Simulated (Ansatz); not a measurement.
Steps of a relaxation of CAlF₂NO (`O=C=[N][Al]([F])[F]`) with RKS PBE-D4/def2-SVP.

```sh
$ ansatz run in.yaml --threads 2 --pin off --events-out ev --progress --plain --max-ram 32768MiB --backend cpu
```

```yaml
crystal:
  periodic: [false, false, false]
  atoms:
    - {symbol: O, position_ang: [1.597100, -1.606600, 1.627700]}
    - {symbol: C, position_ang: [0.978700, -1.227000, 0.567700]}
    - {symbol: N, position_ang: [0.368700, -0.876600, -0.519900]}
    - {symbol: Al, position_ang: [-0.585300, 0.720600, -0.555500]}
    - {symbol: F, position_ang: [-1.480400, 1.191600, -2.094900]}
    - {symbol: F, position_ang: [-0.836700, 1.734000, 0.928700]}
basis:
  gaussian: {orbitals: def2-SVP}
hamiltonian: {xc: pbe, dispersion: d4}
relax: {f_tol: 0.03, max_steps: 200}
```

Positions (Å) and forces (eV/Å) along the path, 9 of 9 steps:

```xyz
6
step=1 energy=-16585.0370 eV
O     1.597   -1.607    1.628   -3.598    2.054   -6.389
C     0.979   -1.227    0.568    1.480   -0.806    2.627
N     0.369   -0.877   -0.520    1.586   -0.123    3.854
Al   -0.585    0.721   -0.555   -1.858    1.585   -0.443
F    -1.480    1.192   -2.095    1.858   -0.908    3.047
F    -0.837    1.734    0.929    0.531   -1.801   -2.696
6
step=2 energy=-16586.1625 eV
O     1.561   -1.580    1.529   -0.846    0.490   -1.565
C     0.968   -1.193    0.565    0.546   -0.443    0.885
N     0.371   -0.843   -0.467   -0.157    0.619    0.925
Al   -0.659    0.668   -0.512   -0.563    1.305   -0.695
F    -1.382    1.165   -2.026    0.879   -0.692    1.997
F    -0.816    1.720    0.865    0.140   -1.279   -1.548
6
step=3 energy=-16586.4280 eV
O     1.599   -1.667    1.460   -0.069    0.025   -0.121
C     0.964   -1.180    0.596   -0.244    0.055   -0.564
N     0.319   -0.729   -0.357    0.852   -0.821    0.831
Al   -0.643    0.718   -0.545   -0.868    1.143   -0.273
F    -1.362    1.106   -2.021    0.347   -0.153    0.747
F    -0.835    1.688    0.820   -0.019   -0.249   -0.621
6
step=4 energy=-16586.4870 eV
O     1.618   -1.740    1.428   -0.138    0.106   -0.199
C     0.979   -1.196    0.598    0.538   -0.548    0.538
N     0.338   -0.689   -0.306   -0.110    0.061   -0.216
Al   -0.660    0.744   -0.533   -0.279    0.311   -0.234
F    -1.352    1.075   -2.012    0.075   -0.014    0.211
F    -0.880    1.742    0.779   -0.087    0.084   -0.099
6
step=5 energy=-16586.5222 eV
O     1.666   -1.849    1.381   -0.414    0.389   -0.507
C     1.009   -1.230    0.612    0.268   -0.341    0.176
N     0.345   -0.639   -0.232    0.088   -0.007    0.365
Al   -0.693    0.775   -0.518    0.330   -0.296    0.051
F    -1.332    1.044   -2.015   -0.141    0.044   -0.226
F    -0.953    1.835    0.725   -0.131    0.211    0.140
6
step=6 energy=-16586.5539 eV
O     1.699   -1.945    1.313   -0.286    0.278   -0.326
C     1.031   -1.262    0.615    0.240   -0.280    0.163
N     0.353   -0.592   -0.147   -0.010    0.101    0.256
Al   -0.688    0.802   -0.487    0.197   -0.225   -0.012
F    -1.310    0.997   -2.005   -0.106    0.010   -0.254
F    -1.043    1.936    0.664   -0.035    0.115    0.172
6
step=7 energy=-16586.5904 eV
O     1.739   -2.067    1.192   -0.074    0.070   -0.080
C     1.053   -1.289    0.629   -0.060    0.071   -0.085
N     0.349   -0.497    0.029    0.066   -0.054    0.134
Al   -0.695    0.833   -0.474    0.024   -0.008    0.072
F    -1.279    0.931   -2.025    0.027   -0.048   -0.022
F    -1.125    2.025    0.603    0.017   -0.031   -0.019
6
step=8 energy=-16586.6010 eV
O     1.750   -2.120    1.093   -0.005    0.004   -0.018
C     1.053   -1.291    0.626    0.044   -0.061    0.036
N     0.336   -0.442    0.140   -0.026    0.042   -0.010
Al   -0.701    0.850   -0.448   -0.015    0.016   -0.006
F    -1.228    0.861   -2.023    0.007   -0.004    0.009
F    -1.169    2.078    0.566   -0.005    0.003   -0.011
6
step=9 energy=-16586.6020 eV
O     1.751   -2.139    1.061    0.006   -0.009    0.000
C     1.055   -1.293    0.626   -0.012    0.014   -0.007
N     0.337   -0.423    0.176    0.002    0.000    0.005
Al   -0.702    0.855   -0.440    0.007   -0.008    0.005
F    -1.213    0.840   -2.019    0.000   -0.001   -0.003
F    -1.187    2.096    0.550   -0.003    0.004    0.000
```

Run time 13 s (2 threads of a server CPU on a shared host); peak host memory 0.18 GiB.
